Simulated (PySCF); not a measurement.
SiH₃Cl, SMILES [SiH3]Cl.

The structure is a stationary point at B3LYP-D3(BJ)/def2-TZVP. The isomer is the one that the SMILES or the coordinates give; other isomers of the formula were not compared.

The numbers are results of PBE0/def2-TZVPD run with PySCF, not measurements.

The molecule is in vacuum.

Estimate the frontier levels, gap, dipole moment and polarisability. (Estimate from the structure and the level; the computed values follow.)


```
Property                                                                                                       Result
---------------------------------------------------------------------------------------------  ----------------------
highest occupied level                                                                                       -9.06 eV
lowest empty level                                                                                           -0.37 eV
orbital gap                                                                                                   8.69 eV
dipole moment                                                                                                  1.35 D
quadrupole, principal values (traceless, Buckingham form, about the centre of nuclear charge)  -0.41, -0.41, 0.81 D·Å
mean static polarisability                                                                       42.6 bohr³ (6.31 Å³)
polarisability, principal values                                                               39.0, 39.0, 49.7 bohr³
```
